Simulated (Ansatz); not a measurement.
Harmonic frequencies (cm⁻¹) at PBE0-D4/def2-TZVP from Ansatz: 101, 233, 343, 488, 640, 692, 829, 854, 1034, 1125, 1317, 1445, 1448, 2140, 2620, 3027, 3082, 3139.

(1) Which molecule is it?
A. `C=C1SC1F`
B. `CB[TeH]`
C. `B[Te]C`
D. `[CH3][Al]1[CH2][O]1`

## Answers

(1) B.
